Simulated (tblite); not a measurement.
Record of a relaxation.

Species: C₄H₉BrO₃Si.
Numbering: `[CH3:1][O:2][C@H:3]([O:4][C:5]([CH3:6])=[O:7])[SiH2:8][Br:9]` (hydrogens: H10, H11, H12 on C1; H13 on C3; H14, H15, H16 on C6; H17, H18 on Si8)

Computed with GFN2-xTB (tblite), gas phase: L-BFGS steps from a force-field or distance-geometry start until the largest atomic force falls under 0.01 eV/Å. 9 of its 185 geometries are shown.

Step 0: E = -849.3989 eV, largest atomic force 2.027 eV/Å
```
atom  x, y, z in Å  |  force x, y, z in eV/Å
C1     -1.952    1.347   -1.105   -0.614  -0.074  -0.057
O2     -1.734   -0.042   -0.978    1.321  -0.513   1.450
C3     -0.774   -0.352    0.088   -1.188   0.626  -1.238
O4      0.529    0.100   -0.355   -0.263  -0.302   1.728
C5      1.403    0.393    0.654   -0.280   0.018  -0.257
C6      2.710    0.827    0.065    0.490   0.224   0.622
O7      1.163    0.326    1.839   -0.256  -0.188  -1.007
Si8    -0.866   -2.204    0.645   -0.193  -0.252  -0.091
Br9    -0.106   -3.494   -1.011   -0.186   0.358   0.448
H10    -2.378    1.762   -0.174    0.206  -0.052  -0.124
H11    -1.041    1.871   -1.374    0.215   0.108   0.029
H12    -2.692    1.497   -1.904    0.241  -0.247   0.175
H13    -1.100    0.224    0.979    0.417   0.039  -0.225
H14     3.409    1.076    0.876   -0.260  -0.096  -0.181
H15     3.143    0.023   -0.519   -0.093   0.020  -0.222
H16     2.568    1.718   -0.539   -0.033  -0.117  -0.202
H17    -2.270   -2.603    0.967    0.609   0.277  -0.331
H18    -0.022   -2.464    1.835   -0.131   0.172  -0.516
```

Step 23: E = -849.7115 eV, largest atomic force 0.160 eV/Å
```
atom  x, y, z in Å  |  force x, y, z in eV/Å
C1     -1.973    1.280   -1.112    0.047  -0.084   0.034
O2     -1.726   -0.084   -0.815    0.016  -0.028  -0.013
C3     -0.799   -0.293    0.188   -0.058   0.060  -0.022
O4      0.515    0.074   -0.272   -0.037   0.061   0.005
C5      1.406    0.364    0.679   -0.005   0.007  -0.004
C6      2.716    0.806    0.083   -0.048  -0.002   0.012
O7      1.148    0.273    1.853    0.143   0.001  -0.072
Si8    -0.869   -2.145    0.635   -0.035   0.085  -0.006
Br9    -0.120   -3.293   -1.074    0.035   0.004  -0.035
H10    -2.382    1.787   -0.228    0.037   0.016  -0.082
H11    -1.042    1.766   -1.421   -0.093   0.068  -0.024
H12    -2.697    1.302   -1.927    0.091  -0.046   0.093
H13    -1.018    0.330    1.071    0.018   0.008  -0.017
H14     3.417    1.057    0.875   -0.049  -0.035  -0.041
H15     3.122    0.013   -0.545   -0.052   0.031   0.078
H16     2.540    1.674   -0.551    0.027  -0.039   0.044
H17    -2.269   -2.483    0.805   -0.044  -0.057   0.037
H18     0.025   -2.423    1.744    0.008  -0.051   0.012
```

Step 46: E = -849.7431 eV, largest atomic force 0.100 eV/Å
```
atom  x, y, z in Å  |  force x, y, z in eV/Å
C1     -2.023    1.246   -1.180    0.016  -0.021  -0.001
O2     -1.743   -0.074   -0.757    0.011  -0.028   0.027
C3     -0.831   -0.186    0.273    0.076  -0.009  -0.025
O4      0.455    0.275   -0.180    0.042   0.043   0.020
C5      1.438    0.299    0.722   -0.066  -0.016   0.000
C6      2.724    0.765    0.102   -0.023  -0.027   0.017
O7      1.280   -0.040    1.868   -0.029  -0.005  -0.091
Si8    -0.824   -2.056    0.664    0.038  -0.092  -0.006
Br9    -0.023   -3.047   -1.134   -0.018   0.065   0.070
H10    -2.370    1.854   -0.336   -0.048  -0.013  -0.033
H11    -1.135    1.710   -1.614    0.016   0.012  -0.028
H12    -2.800    1.156   -1.936   -0.005   0.049   0.042
H13    -1.112    0.438    1.136    0.010  -0.013   0.044
H14     3.459    0.997    0.866   -0.058   0.003   0.054
H15     3.104   -0.043   -0.521    0.018   0.012  -0.060
H16     2.535    1.631   -0.526    0.031  -0.015  -0.023
H17    -2.207   -2.484    0.798    0.019   0.037  -0.008
H18     0.066   -2.436    1.744   -0.030   0.019   0.001
```

Step 69: E = -849.8126 eV, largest atomic force 0.585 eV/Å
```
atom  x, y, z in Å  |  force x, y, z in eV/Å
C1     -2.127    1.214   -1.214    0.015   0.017  -0.005
O2     -1.787   -0.057   -0.695    0.116   0.107   0.073
C3     -0.866   -0.035    0.326    0.034   0.019   0.070
O4      0.376    0.569   -0.114    0.054  -0.188   0.120
C5      1.434    0.123    0.530   -0.137  -0.225   0.289
C6      2.742    0.701    0.101   -0.022   0.001   0.038
O7      1.339   -0.707    1.424    0.081   0.326  -0.479
Si8    -0.668   -1.893    0.793   -0.086  -0.030   0.119
Br9     0.375   -2.731   -0.960    0.015  -0.043   0.026
H10    -2.399    1.905   -0.407    0.017  -0.048  -0.003
H11    -1.279    1.623   -1.771   -0.116   0.066  -0.041
H12    -2.983    1.059   -1.865    0.049   0.010  -0.064
H13    -1.206    0.601    1.162   -0.011  -0.084   0.026
H14     3.334    0.871    0.996    0.124   0.032  -0.050
H15     3.248   -0.043   -0.514    0.017  -0.014  -0.001
H16     2.621    1.614   -0.470   -0.088   0.017  -0.008
H17    -2.060   -2.331    0.676    0.030  -0.039  -0.122
H18    -0.101   -2.478    1.990   -0.092   0.073   0.013
```

Step 92: E = -849.9003 eV, largest atomic force 0.028 eV/Å
```
atom  x, y, z in Å  |  force x, y, z in eV/Å
C1     -2.118    1.265   -1.174   -0.005  -0.008  -0.009
O2     -1.714   -0.025   -0.757    0.002  -0.006   0.000
C3     -0.845   -0.058    0.307    0.002   0.007   0.007
O4      0.399    0.573   -0.060    0.001   0.003   0.017
C5      1.477    0.060    0.490    0.006  -0.004  -0.007
C6      2.747    0.725    0.065    0.002   0.005  -0.005
O7      1.422   -0.873    1.266   -0.003  -0.005   0.002
Si8    -0.702   -1.914    0.781    0.004  -0.010  -0.015
Br9     0.505   -3.004   -0.708   -0.004  -0.004   0.004
H10    -2.430    1.865   -0.311   -0.013   0.003  -0.017
H11    -1.309    1.778   -1.700    0.003   0.010   0.026
H12    -2.959    1.117   -1.848   -0.001   0.005  -0.010
H13    -1.229    0.531    1.158   -0.003   0.014  -0.002
H14     3.362    0.931    0.937    0.005  -0.001   0.009
H15     3.294    0.033   -0.575   -0.013  -0.009  -0.004
H16     2.531    1.637   -0.482    0.005   0.007  -0.005
H17    -2.050   -2.380    0.448   -0.003  -0.002   0.002
H18    -0.389   -2.253    2.151    0.015  -0.004   0.009
```

Step 115: E = -849.9064 eV, largest atomic force 0.047 eV/Å
```
atom  x, y, z in Å  |  force x, y, z in eV/Å
C1     -2.118    1.260   -1.178   -0.020   0.015   0.003
O2     -1.679   -0.020   -0.768   -0.001   0.005  -0.006
C3     -0.848   -0.038    0.329   -0.002  -0.009  -0.007
O4      0.395    0.616   -0.003    0.021  -0.009   0.004
C5      1.479    0.063    0.491    0.009  -0.014  -0.003
C6      2.750    0.713    0.045    0.002   0.005  -0.002
O7      1.430   -0.900    1.230    0.023   0.006   0.001
Si8    -0.690   -1.896    0.797   -0.038  -0.018   0.022
Br9     0.479   -3.022   -0.695    0.003   0.004  -0.020
H10    -2.616    1.778   -0.350    0.004  -0.012  -0.007
H11    -1.280    1.869   -1.530   -0.026  -0.015  -0.008
H12    -2.824    1.093   -1.989    0.034   0.010   0.013
H13    -1.268    0.546    1.165   -0.008  -0.007  -0.011
H14     3.400    0.891    0.898   -0.022  -0.009   0.006
H15     3.259    0.020   -0.625   -0.009   0.010  -0.001
H16     2.535    1.639   -0.479    0.013   0.007   0.000
H17    -2.046   -2.361    0.486    0.008   0.024   0.000
H18    -0.369   -2.244    2.164    0.011   0.009   0.016
```

Step 138: E = -849.9099 eV, largest atomic force 0.045 eV/Å
```
atom  x, y, z in Å  |  force x, y, z in eV/Å
C1     -2.136    1.237   -1.192    0.018  -0.019   0.014
O2     -1.627   -0.024   -0.803    0.018   0.022  -0.011
C3     -0.827   -0.024    0.318   -0.035  -0.026   0.009
O4      0.422    0.637    0.019   -0.032  -0.014   0.019
C5      1.507    0.042    0.457   -0.007   0.013   0.010
C6      2.777    0.723    0.056    0.013   0.005  -0.009
O7      1.466   -0.970    1.128    0.005   0.006  -0.021
Si8    -0.695   -1.875    0.826   -0.013  -0.007  -0.011
Br9     0.338   -3.073   -0.710   -0.010   0.006   0.003
H10    -2.772    1.654   -0.403   -0.005  -0.007   0.009
H11    -1.328    1.939   -1.408    0.027   0.002  -0.017
H12    -2.724    1.062   -2.089   -0.015  -0.003  -0.004
H13    -1.278    0.567    1.133    0.007   0.008  -0.006
H14     3.431    0.810    0.920    0.009   0.013  -0.002
H15     3.277    0.096   -0.680    0.005  -0.023  -0.011
H16     2.570    1.696   -0.377   -0.010   0.005   0.022
H17    -2.085   -2.292    0.606    0.021   0.020  -0.002
H18    -0.324   -2.198    2.187    0.004  -0.001   0.009
```

Step 161: E = -849.9152 eV, largest atomic force 0.038 eV/Å
```
atom  x, y, z in Å  |  force x, y, z in eV/Å
C1     -2.115    1.183   -1.242    0.006  -0.008   0.004
O2     -1.515   -0.032   -0.843   -0.008  -0.005   0.003
C3     -0.815    0.003    0.345   -0.006   0.004   0.000
O4      0.432    0.706    0.152    0.007  -0.024  -0.001
C5      1.525    0.033    0.435   -0.003  -0.018  -0.007
C6      2.792    0.748    0.086   -0.002   0.014  -0.012
O7      1.499   -1.074    0.934    0.010   0.032  -0.017
Si8    -0.693   -1.843    0.862   -0.002  -0.004   0.002
Br9     0.102   -3.120   -0.747   -0.006   0.004   0.008
H10    -2.800    1.541   -0.466   -0.008   0.023   0.013
H11    -1.364    1.951   -1.443    0.029   0.011  -0.001
H12    -2.672    0.965   -2.150    0.008  -0.012  -0.019
H13    -1.351    0.588    1.107    0.002  -0.001   0.010
H14     3.478    0.713    0.930   -0.014  -0.005  -0.010
H15     3.258    0.219   -0.745   -0.001   0.003   0.011
H16     2.587    1.774   -0.203   -0.013  -0.002   0.016
H17    -2.123   -2.176    0.781    0.002  -0.014   0.010
H18    -0.233   -2.171    2.197   -0.003   0.003  -0.012
```

Step 184: E = -849.9235 eV, largest atomic force 0.009 eV/Å
```
atom  x, y, z in Å  |  force x, y, z in eV/Å
C1     -2.002    1.153   -1.306    0.002   0.001   0.001
O2     -1.477   -0.069   -0.828    0.001  -0.002  -0.001
C3     -0.844   -0.013    0.397    0.000   0.000   0.000
O4      0.392    0.722    0.277   -0.003   0.004  -0.002
C5      1.500    0.019    0.370    0.000   0.004  -0.002
C6      2.741    0.811    0.100   -0.002  -0.002  -0.001
O7      1.505   -1.158    0.660    0.002  -0.006   0.006
Si8    -0.705   -1.855    0.921    0.000   0.002   0.005
Br9    -0.203   -3.189   -0.752    0.003  -0.003  -0.004
H10    -2.723    1.565   -0.592   -0.001   0.002  -0.001
H11    -1.207    1.884   -1.477    0.000  -0.003   0.000
H12    -2.499    0.921   -2.245   -0.001   0.002   0.000
H13    -1.429    0.566    1.125    0.002   0.002   0.001
H14     3.462    0.640    0.896    0.000  -0.004   0.000
H15     3.180    0.454   -0.830   -0.001   0.003  -0.003
H16     2.506    1.867    0.015   -0.001   0.001   0.001
H17    -2.140   -2.145    1.074   -0.002  -0.001   0.000
H18    -0.064   -2.166    2.183   -0.001   0.000   0.000
```

Problem. Summarise the path.

Solution. The energy falls by 12.10 kcal/mol from step 0 to step 184; nine tenths of that is first reached at step 77. It rises by more than 0.2 meV at steps 58 and 65. The largest force goes from 2.027 to 0.009 eV/Å. Among the bonds O2–C3 changes most, from 1.468 to 1.381 Å; the atoms move by 0.657 Å rms after alignment.

The cost below is that of the whole relaxation. On Intel Xeon at 2.50 GHz, one thread, shared host with 64 logical CPUs at a one-minute load of 60, this took 6.1 s.
